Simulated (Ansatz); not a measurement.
Two isomers of BClFH4NSi: A = `NB(F)[SiH2]Cl`, B = `N[SiH](Cl)BF`.

Program: Ansatz. Geometries: PBE0-D4/def2-TZVP. ΔE: electronic, gas phase. CBS: MP2 limit from def2 TZ/QZ plus the TZ coupled-cluster correction, frozen cores. Functionals use def2-TZVPP. B3LYP here is the variant with VWN-RPA as its local correlation; programs differ in this. One conformer a species, not always the lowest.

Problem. Which is lower in electronic energy at CCSD(T)/CBS, and by how much? (Best estimate.)

Solution. Computed: A, by 83.6 kJ/mol.

Problem. Give E(B) − E(A) in kJ/mol with ωB97M-V, B3LYP, HF/def2-TZVPP, MP2/def2-TZVPP, B3LYP-D4, B2PLYP, CCSD(T)/def2-TZVPP. (Estimate.)

Solution. The calculation gave: ωB97M-V 86.7, B3LYP 87.4, HF/def2-TZVPP 79.6, MP2/def2-TZVPP 84.2, B3LYP-D4 86.8, B2PLYP 85.7, CCSD(T)/def2-TZVPP 85.6. None reverses the order clearly.

Largest T1 diagnostic: 0.012.

In def2-TZVPP, CCSD(T) changes the Hartree–Fock value by +6.1 kJ/mol (the triples alone add +1.0 kJ/mol) and MP2 by +4.6 kJ/mol.
